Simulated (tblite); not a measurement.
C3H7Si2 (doublet state).
SMILES: `[SiH3][C]1C=C[SiH2]1`

Computed values, GFN2-xTB/tblite, gas phase, harmonic and unscaled. The method is semi-empirical: single wavenumbers can be off by several per cent or more. Modes of hydrogen on silicon can be 10 to 20 % off. Open shells enter through the occupations alone, without spin polarisation, and single modes of such species can be off by tens of per cent.

Harmonic wavenumbers (cm⁻¹): 32.1, 138.6, 173.9, 275.8, 422.8, 427.3, 489.6, 513.6, 558.4, 580.2, 609.0, 626.1, 733.4, 775.7, 790.3, 792.3, 806.1, 892.4, 974.2, 1077.6, 1163.3, 1323.7, 1386.4, 2200.6, 2213.3, 2236.6, 2256.6, 2270.1, 3043.0, 3083.6.

A = 6570, B = 1967, C = 1569 MHz; mass 99.009 u (most abundant isotopes); point group Cs, symmetry number 1; spin multiplicity 2.

Task: What is the zero-point energy?

Result: ½Σν̃ = 16433 cm⁻¹ = 196.59 kJ/mol.

Task: Entropy at 400 K, 1 bar (ideal gas, RRHO, classical rotation)?

Result: Translation 172.27, rotation 117.32, vibration 110.44, spin (R ln 2) 5.76: S = 405.8 J/(mol K).

Task: And Cp and H(400 K) − H(0)?

Result: Cp = 153.39 J/(mol K), of which vibrations give 120.14 (their classical limit is 30 R = 249.4); H(400 K) − H(0) = 36.95 kJ/mol without the zero-point energy, 23.64 from vibrations.

Task: Blend soft modes into free rotors: weight 1/[1 + (100 cm⁻¹/ν̃)⁴] for the oscillator and the rest for a rotor with moment μB/(μ + B), μ = h/(8π²ν), B = 10⁻⁴⁴ kg m². What vibrational entropy results?

Result: 101.53 J/(mol K) in place of 110.44, which changes −T·S at 400 K by +3.57 kJ/mol.

Task: Which modes carry the vibrational entropy at 400 K?

Result: 32.1 cm⁻¹: 26.27; 138.6 cm⁻¹: 14.19; 173.9 cm⁻¹: 12.35; 275.8 cm⁻¹: 8.71; 422.8 cm⁻¹: 5.59; 427.3 cm⁻¹: 5.51 J/(mol K); the other 24 give 37.82 together.

Hindered rotation and anharmonicity are outside this model.
